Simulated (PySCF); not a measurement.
GeH₃N, SMILES [NH2][GeH] (connectivity only; charge and spin as stated), neutral, multiplicity 1. Geometry optimised at B3LYP-D3(BJ)/def2-TZVP.

These are B3LYP-D3(BJ)/def2-TZVP (PySCF) values and carry that method's errors.

Harmonic wavenumbers (cm⁻¹): 493, 641, 691, 697, 881, 1574, 1851, 3548, 3654. Rotational constants (GHz): 127.2, 10.50, 9.702; symmetry number 1.

**Question.** Work out the zero-point energy and the ideal-gas rigid-rotor harmonic-oscillator thermochemistry at 298.15 K and 1 atm.

**Answer.** ZPE = ½ Σ hcν = ½ × 14030 cm⁻¹ = 20.06 kcal/mol. H − E(el) = 22.84 kcal/mol. Entropy in cal/(mol K): translation 39.39, rotation 20.74, vibration 1.85, total 61.98. G − E(el) = 4.36 kcal/mol. Cp = 12.45 cal/(mol K).
